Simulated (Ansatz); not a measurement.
Consider the substitution at a C–O bond: `CC(F)OC(F)F` + silanol → `FC(F)O[SiH3]` + `CC(O)F`.

Program: Ansatz. Geometries: PBE0-D4/def2-TZVP. ΔE: electronic, gas phase. CCSD(T)/CBS is the MP2 limit (def2-TZVPP, def2-QZVPP) plus CCSD(T) − MP2 in def2-TZVPP, frozen cores. Functionals use def2-TZVPP. B3LYP here is the variant with VWN-RPA as its local correlation; programs differ in this. Each species was taken in one conformer, which may not be the lowest.

Task: Is it downhill or uphill in electronic energy at CCSD(T)/CBS, and by how much? (An estimate is asked.)

Result: Ansatz gave: Downhill: ΔE = -0.04 eV.

Task: What do these levels give: r2SCAN-D4, B3LYP-D4, ωB97M-V, B2PLYP, CCSD/def2-TZVPP, CCSD/CBS(def2)? (Estimate.)

Result: Ansatz gave: r2SCAN-D4 -0.05, B3LYP-D4 -0.07, ωB97M-V -0.05, B2PLYP -0.06, CCSD/def2-TZVPP -0.04, CCSD/CBS(def2) -0.05 eV.

Largest T1 diagnostic among the species: 0.012.

In def2-TZVPP, CCSD(T) changes the Hartree–Fock value by +0.04 eV (the triples alone add +0.01 eV) and MP2 by +0.04 eV.
